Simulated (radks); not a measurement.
Results of a calculation; reference values are marked as such.
Spherical jellium clusters: N electrons in a uniform positive sphere of charge N and radius rs N^(1/3), rs = 2.03 bohr. Level of theory: non-relativistic Kohn-Sham, PBE, spin-polarised, spherical densities (a radial shooting solver with Libxc functionals). Levels are named by radial order and angular momentum (1s, 1p, 1d, 2s, ...), and open shells are averaged over m.

N = 19, configuration 1s2 1p6 1d10 2s(up 1, down 0). This is the lowest configuration that the search found. Occupied and some empty levels:

level,occupation,eigenvalue (eV),<r> (bohr)
1s up,1,-12.090,3.199
1s down,1,-11.718,3.356
1p up,3,-8.6769,4.102
1p down,3,-8.5899,4.105
1d up,5,-4.9964,4.829
1d down,5,-4.9086,4.798
2s up,1,-4.5511,4.511
2s down,0,-3.8603,4.732
1f up,0,-1.2343,5.822
2p up,0,-1.2136,7.051
1f down,0,-1.1010,5.806
2p down,0,-1.0283,7.296

Energy (eV): total -6.38882, kinetic 107.03, external -2082.1, Hartree 1000.5, exchange-correlation -119.90, background 1088.1.
